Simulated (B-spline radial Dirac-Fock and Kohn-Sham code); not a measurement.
**X-ray emission lines of Te²⁺**

System: Te²⁺, configuration 1s2 2s2 2p6 3s2 3p6 3d10 4s2 4p6 4d10 5s1 5p3 (an excited configuration).

The run's input, task.json:

```json
{"items": [{
  "Z": 52,
  "q": 2,
  "cfg": [[1, 0, 2], [2, 0, 2], [2, 1, 6], [3, 0, 2], [3, 1, 6], [3, 2, 10], [4, 0, 2], [4, 1, 6], [4, 2, 10], [5, 0, 1], [5, 1, 3]],
  "A": 130,
  "rrms": 4.7423,
  "do": ["binding"]
}]}
```

Run with: `python xray_run.py task.json out`

Model: Dirac-Fock ΔSCF + Breit + QED. Program: an atomic code on a B-spline grid. A line energy is the difference of two single-hole energies; the list is a selection of electric-dipole transitions between resolved j subshells. Electron correlation is not included.

```
 line  energy (eV)  wavelength (Å)
 K-N3      31693.7         0.39120
 K-M3      30991.3         0.40006
 K-M2      30939.7         0.40073
 K-L3      27470.3         0.45134
 K-L2      27199.5         0.45583
L1-N3       4826.7          2.5687
L2-N4       4573.7          2.7108
L3-O1       4335.6          2.8597
L3-N5       4304.3          2.8805
L3-N4       4302.8          2.8815
L1-M3       4124.3          3.0062
L1-M2       4072.7          3.0442
L2-M4       4030.6          3.0761
L3-M5       3770.2          3.2886
L3-M4       3759.8          3.2976
L2-M1       3603.6          3.4406
L3-M1       3332.7          3.7202
M3-N5        783.3          15.828
M5-N3        453.2          27.358
```

Values without a named source are computed, but for edge energies of neutral atoms, which are taken from tables.
